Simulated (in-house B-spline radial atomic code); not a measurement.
RPA and G0W0 for K, [Ar] 4s1, highest spin, as one setting changes: the highest l of the empty states. Start: PBE0. A dash marks a level of low quasi-particle weight. Computed with a B-spline radial code for spherical atoms: all electrons, scalar-relativistic (spin-free one-electron X2C), finite nucleus, each spin shell either full or empty, empty states to the listed l with an (l + 1/2)⁻⁴ tail; G0W0 by contour deformation at full frequency.

RPA overbinds a lone outer s electron by self-correlation, and G0W0 tends to as well.

```csv
highest l of the empty states,RPA summed (Eh),RPA extrapolated (Eh),G0W0 level (eV)
3,-0.98141,-1.1126,4s up -4.595
4,-1.057,-1.138,4s up -4.592
5,-1.0871,-1.129,4s up -4.592
6,-1.1013,-1.1257,4s up -4.592
7,?,?,?
8,?,?,?
9,-1.1158,-1.123,4s up -4.592
10,-1.1176,-1.1228,4s up -4.591
11,-1.1187,-1.1226,4s up -4.591
```

Problem. What belongs in the row for 8?

Solution. RPA summed (Eh): -1.1132; RPA extrapolated (Eh): -1.1235; G0W0 level (eV): 4s up -4.592.

Problem. What belongs in the row for 7?

Solution. RPA summed (Eh): -1.1088; RPA extrapolated (Eh): -1.1242; G0W0 level (eV): 4s up -4.592.
